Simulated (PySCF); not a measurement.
Fractional electron number in Ta⁺ (tantalum, charge +1)

The 6s alpha orbital of [Xe] 4f14 5d3 6s1 is emptied in steps (occupation f), with all orbitals relaxed, ending at [Xe] 4f14 5d3. Calculation: PySCF 2.14, in def2-TZVP with the def2 core potential (60 electrons) (6s4p3d1f, 40 functions); a scalar-relativistic core potential. The exact energy is a straight line in f; departures are measured from the line between the end points of the same method.

```
  f  UHF (eV)
  1     0.000
0.8     0.039
0.6     0.057
0.4     0.056
0.2     0.036
  0     0.000
```

Problem. For UHF, how does the orbital energy at f = 1 compare with the removal energy?

Solution. −ε = 14.391 eV against a total-energy difference of 14.142 eV. By Janak's theorem ε = ∂E/∂f, so the gap between them reflects the curvature. Along the path −ε is 14.283 (f = 0.8), 14.183 (f = 0.6), 14.089 (f = 0.4), 14.002 (f = 0.2) eV.

Reference removal energy between the ground levels: 16.2 ± 0.5 eV (semi-empirical (NIST evaluation); NIST Atomic Spectra Database, ionization energies). The calculation has no spin-orbit coupling. UHF lacks correlation.
